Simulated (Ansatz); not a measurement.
`[NH2][Ga]([F])[F]` + `C#C[SiH2]CO` → `C#[C][Ga]([F])[F]` + `N[SiH2]CO`  (redistribution)

Program: Ansatz. Geometries: PBE0-D4/def2-TZVP. ΔE: electronic, gas phase. CCSD(T)/CBS adds triple-zeta CCSD(T) − MP2 to the extrapolated MP2 energy (def2 sets, frozen cores). DFT in def2-TZVPP. For Ga outer-core shells are correlated without core-valence functions, which leaves a few kJ/mol of doubt a bond. Scalar relativity is left out up to krypton. One conformer a species, not always the lowest.

| species | LC-ωPBE energy (Eh) |
| --- | --- |
| `[NH2][Ga]([F])[F]` | -2180.33500 |
| `C#C[SiH2]CO` | -482.43508 |
| `C#[C][Ga]([F])[F]` | -2201.07345 |
| `N[SiH2]CO` | -461.69937 |

**Question.** Work out ΔE.

**Answer.** ΔE = (-2201.07345) + (-461.69937) − (-2180.33500) − (-482.43508) = -0.00274 Eh = -1.7 kcal/mol. CCSD(T)/CBS gives -1.0 kcal/mol.

**Question.** What do rigid-rotor, harmonic-oscillator terms from PBE0-D4/def2-TZVP frequencies (298.15 K, 1 bar) make of the CCSD(T)/CBS value? (Estimate.)

**Answer.** Computed: ΔZPE = +0.4 kcal/mol, ΔH = -0.8 kcal/mol, ΔS = -11 J/(mol·K), ΔG = 0.0 kcal/mol.

Largest T1 diagnostic among the species: 0.015.

From BLYP to BHLYP (50 % exact exchange), in def2-TZVPP and without D4, ΔE moves by −0.9 kcal/mol. Leaving LDA and LC-ωPBE aside and taking each functional with its dispersion term where it has one, the values, not all of them listed here, spread over 1.3 kcal/mol, from ωB97M-V to PBE-D4.
